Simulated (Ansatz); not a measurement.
Basis sets compared for Ge(CF3)Me3 (C4H9F3Ge). Charge 0, multiplicity 1. Geometry PBE0-D4/def2-SVP. Ansatz on 4 threads of Intel Xeon on a shared host; times are rough, and most runs start from earlier orbitals.

Cartesian coordinates in Å:
```
Ge 0.0197 -0.0171 -0.1125
C -0.3196 0.2797 1.8353
F 0.2721 1.4008 2.2852
F 0.1443 -0.7341 2.5881
F -1.6320 0.3967 2.1064
C -0.8925 -1.6714 -0.5813
H -0.7485 -1.9023 -1.6472
H -1.9714 -1.5837 -0.3868
H -0.4985 -2.5089 0.0127
C 1.9506 -0.1504 -0.3183
H 2.2153 -0.3137 -1.3735
H 2.3430 -0.9904 0.2731
H 2.4380 0.7742 0.0239
C -0.7204 1.5264 -1.0390
H -0.2295 2.4501 -0.6997
H -1.7988 1.6123 -0.8414
H -0.5718 1.4318 -2.1249
```

Binding counts from free atoms (Ge triplet, C triplet, F doublet, H doublet) in the same basis, without a counterpoise term.

```
                         level  functions  energy (Eh)  HOMO (eV)  LUMO (eV)  binding per atom (eV)  wall time
               PBE-D4/def2-SVP        175   -2532.9934      -6.82       0.55                   4.07      3.8 s
PBE-D4/def2-TZVP (with forces)        319   -2533.7987      -7.06      -0.03                   4.02      9.6 s
              PBE0-D4/def2-SVP        175   -2533.0774      -8.41       1.33                   3.99        6 s
             PBE0-D4/def2-TZVP        319   -2533.8760      -8.54       0.72                   3.94       15 s
```

(1) Estimate the rows for PBE-D4/def2-TZVPD, PBE0-D4/def2-TZVPD.

## Answers

(1) 
```
             level  functions  energy (Eh)  HOMO (eV)  LUMO (eV)  binding per atom (eV)  wall time
 PBE-D4/def2-TZVPD        403   -2533.8018      -7.12      -0.62                   4.01       12 s
PBE0-D4/def2-TZVPD        403   -2533.8785      -8.57      -0.01                   3.94       25 s
```
